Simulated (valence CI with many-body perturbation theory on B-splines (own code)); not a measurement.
Cd³⁵⁺: electric-dipole lines

Computed by relativistic CI+MBPT: three valence electrons over a frozen Dirac-Fock core [Ne], radial functions for each j: 11 s, 11 p, 9 d, 7 f, 5 g, 2 h, 1 i, with the one-electron correlation potential Σ1, the two-electron term Σ2, the three-electron term Σ3, Breit, model QED; selected CI, second order for the rest (own B-spline code, finite nucleus).

No measured spectrum was set against this ion. As an estimate, large intervals hold to a few tenths of a per cent, small ones and those within an open d or f shell to about a per cent.

Lines 1 to 50 of 274 in falling wavelength, among levels below 454.64 eV, chosen from the strongest by gf and those to the six lowest levels. Wavelengths and rates use the calculated energies. Electric multipoles are in the length gauge, E1 and E2 with the static RPA response of the core. Weak lines are less certain than strong ones. Lines between different terms over intervals too small for the method are left out, as are lines whose strength nearly cancels. Where a level lies close to another of its J and parity, the split of strength between their lines is uncertain. The highest levels of a list are the least certain.

Levels are named by their leading jj configuration (3d3/2^4 stands for four electrons in 3d with j = 3/2), which in mixed levels can hold well under half, so a name can repeat and another be missing. Letters in brackets count levels of one name in rising energy.

| λ vac (Å) | Upper | Lower | A (s⁻¹) | S (a.u.) |
| --- | --- | --- | --- | --- |
| 342.1 | (3s 3p1/2^2) J=1/2 | (3s^2 3p3/2) J=3/2 | 2.88e+07 | 1.14e-03 |
| 205.6 | (3p1/2 3p3/2 3d3/2) J=7/2 | (3s 3p3/2 3d3/2) J=5/2 [b] | 1.41e+09 | 4.84e-02 |
| 179.7 | (3p1/2 3p3/2 3d5/2) J=7/2 [b] | (3s 3p3/2 3d5/2) J=5/2 [b] | 2.88e+09 | 6.60e-02 |
| 176.2 | (3s 3p1/2 3p3/2) J=3/2 [a] | (3s^2 3p3/2) J=3/2 | 4.41e+08 | 4.75e-03 |
| 174.6 | (3p1/2 3p3/2 3d5/2) J=9/2 | (3s 3p3/2 3d5/2) J=7/2 [b] | 2.26e+09 | 5.95e-02 |
| 156.0 | (3s 3p1/2 3p3/2) J=5/2 | (3s^2 3p3/2) J=3/2 | 3.27e+09 | 3.67e-02 |
| 153.2 | (3p1/2 3p3/2 3d5/2) J=9/2 | (3s 3p3/2 3d5/2) J=7/2 [a] | 6.09e+09 | 1.08e-01 |
| 152.5 | (3p1/2 3p3/2 3d5/2) J=7/2 [b] | (3s 3p3/2 3d5/2) J=7/2 [b] | 2.82e+09 | 3.96e-02 |
| 148.0 | (3s 3p1/2^2) J=1/2 | (3s^2 3p1/2) J=1/2 | 6.21e+09 | 1.99e-02 |
| 147.5 | (3p1/2 3p3/2 3d3/2) J=5/2 | (3s 3p3/2 3d3/2) J=5/2 [a] | 4.33e+09 | 4.11e-02 |
| 142.8 | (3p1/2^2 3d3/2) J=3/2 | (3s 3p1/2 3d3/2) J=3/2 [b] | 6.51e+09 | 3.74e-02 |
| 142.5 | (3p1/2^2 3d3/2) J=3/2 | (3s 3p1/2 3d3/2) J=1/2 | 7.50e+09 | 4.28e-02 |
| 142.2 | (3p1/2 3p3/2^2) J=1/2 | (3s 3p3/2^2) J=1/2 | 1.28e+10 | 3.64e-02 |
| 141.5 | (3p1/2^2 3p3/2) J=3/2 | (3s 3p1/2 3p3/2) J=3/2 [b] | 4.25e+09 | 2.38e-02 |
| 139.7 | (3p1/2 3p3/2 3d3/2) J=3/2 [a] | (3s 3p3/2 3d3/2) J=3/2 [a] | 8.00e+09 | 4.31e-02 |
| 139.0 | (3p1/2 3p3/2 3d3/2) J=7/2 | (3s 3p3/2 3d3/2) J=7/2 | 6.00e+09 | 6.36e-02 |
| 137.9 | (3p1/2 3p3/2 3d5/2) J=5/2 [c] | (3s 3p3/2 3d5/2) J=7/2 [b] | 6.76e+09 | 5.26e-02 |
| 137.8 | (3p1/2 3p3/2 3d3/2) J=1/2 [a] | (3s 3p3/2 3d3/2) J=1/2 [a] | 1.23e+10 | 3.17e-02 |
| 137.3 | (3p1/2 3p3/2 3d3/2) J=7/2 | (3s 3p3/2 3d3/2) J=5/2 [a] | 3.51e+09 | 3.59e-02 |
| 137.2 | (3p1/2 3p3/2 3d5/2) J=3/2 [a] | (3s 3p3/2 3d5/2) J=5/2 [a] | 9.91e+09 | 5.05e-02 |
| 133.5 | (3s 3p1/2 3p3/2) J=3/2 [b] | (3s^2 3p3/2) J=3/2 | 3.79e+09 | 1.78e-02 |
| 132.4 | (3p1/2 3p3/2 3d5/2) J=5/2 [a] | (3s 3p3/2 3d5/2) J=3/2 [a] | 5.25e+09 | 3.61e-02 |
| 131.1 | (3p1/2 3p3/2^2) J=3/2 [a] | (3s 3p3/2^2) J=5/2 | 1.04e+10 | 4.65e-02 |
| 129.9 | (3p1/2 3p3/2 3d5/2) J=5/2 [b] | (3s 3p3/2 3d5/2) J=5/2 [a] | 8.48e+09 | 5.50e-02 |
| 127.9 | (3p1/2^2 3d5/2) J=5/2 | (3s 3p1/2 3d5/2) J=5/2 [b] | 1.40e+10 | 8.64e-02 |
| 125.9 | (3p1/2 3p3/2 3d5/2) J=5/2 [b] | (3s 3p3/2 3d5/2) J=3/2 [a] | 7.13e+09 | 4.22e-02 |
| 125.6 | (3s 3p1/2 3d5/2) J=5/2 [b] | (3s 3p3/2^2) J=5/2 | 8.25e+09 | 4.84e-02 |
| 124.3 | (3p1/2 3p3/2 3d5/2) J=7/2 [a] | (3s 3p3/2 3d5/2) J=9/2 | 2.15e+10 | 1.63e-01 |
| 124.3 | (3p1/2 3p3/2 3d3/2) J=5/2 | (3s 3p1/2 3d5/2) J=5/2 [c] | 6.57e+09 | 3.73e-02 |
| 124.2 | (3p1/2 3p3/2 3d5/2) J=5/2 [c] | (3s 3p3/2 3d5/2) J=7/2 [a] | 8.46e+09 | 4.80e-02 |
| 123.0 | (3p1/2^2 3d5/2) J=5/2 | (3s 3p1/2 3d5/2) J=7/2 | 2.78e+10 | 1.53e-01 |
| 122.8 | (3s 3p1/2 3d3/2) J=3/2 [a] | (3s 3p1/2 3p3/2) J=3/2 [b] | 3.79e+09 | 1.39e-02 |
| 122.7 | (3p1/2^2 3p3/2) J=3/2 | (3s 3p1/2 3p3/2) J=5/2 | 2.56e+10 | 9.34e-02 |
| 122.6 | (3p1/2^2 3d5/2) J=5/2 | (3p1/2 3p3/2^2) J=3/2 [a] | 8.07e+09 | 4.41e-02 |
| 122.2 | (3s 3p1/2 3p3/2) J=1/2 | (3s^2 3p3/2) J=3/2 | 8.25e+09 | 1.49e-02 |
| 121.5 | (3p1/2 3p3/2 3d5/2) J=9/2 | (3s 3p3/2 3d3/2) J=7/2 | 3.38e+09 | 2.99e-02 |
| 121.5 | (3p1/2^2 3d5/2) J=5/2 | (3s 3p1/2 3d3/2) J=3/2 [b] | 7.58e+09 | 4.03e-02 |
| 121.2 | (3p1/2 3p3/2 3d5/2) J=5/2 [a] | (3s 3p3/2 3d3/2) J=7/2 | 1.64e+10 | 8.66e-02 |
| 121.2 | (3p1/2^2 3d3/2) J=3/2 | (3s 3p1/2 3d3/2) J=5/2 | 2.96e+10 | 1.04e-01 |
| 118.2 | (3p1/2 3p3/2 3d5/2) J=9/2 | (3s 3p3/2 3d5/2) J=9/2 | 1.98e+10 | 1.61e-01 |
| 116.9 | (3s 3p1/2 3d3/2) J=5/2 | (3s 3p1/2 3p3/2) J=3/2 [b] | 1.33e+08 | 6.27e-04 |
| 116.8 | (3s 3d3/2 3d5/2) J=7/2 [b] | (3s 3p3/2 3d5/2) J=5/2 [b] | 8.53e+09 | 5.36e-02 |
| 115.7 | (3p1/2 3p3/2 3d5/2) J=5/2 [b] | (3s 3p3/2 3d3/2) J=7/2 | 1.00e+10 | 4.60e-02 |
| 115.6 | (3p1/2 3p3/2 3d3/2) J=3/2 [b] | (3s 3p3/2 3d3/2) J=5/2 [a] | 1.66e+10 | 5.07e-02 |
| 115.4 | (3p1/2^2 3d3/2) J=3/2 | (3s 3p1/2 3d3/2) J=3/2 [a] | 1.42e+10 | 4.31e-02 |
| 114.3 | (3p1/2 3p3/2 3d3/2) J=1/2 [b] | (3s 3p3/2 3d3/2) J=3/2 [a] | 1.75e+10 | 2.58e-02 |
| 114.0 | (3s 3d3/2 3d5/2) J=9/2 | (3s 3p3/2 3d5/2) J=7/2 [b] | 3.96e+09 | 2.90e-02 |
| 112.6 | (3p1/2^2 3p3/2) J=3/2 | (3s 3p1/2 3p3/2) J=3/2 [a] | 8.18e+09 | 2.30e-02 |
| 108.4 | (3s 3p1/2 3d3/2) J=3/2 [a] | (3s 3p1/2 3p3/2) J=5/2 | 5.06e+09 | 1.27e-02 |
| 105.3 | (3s 3p1/2 3d5/2) J=5/2 [a] | (3s 3p1/2 3p3/2) J=3/2 [b] | 8.13e+06 | 2.81e-05 |
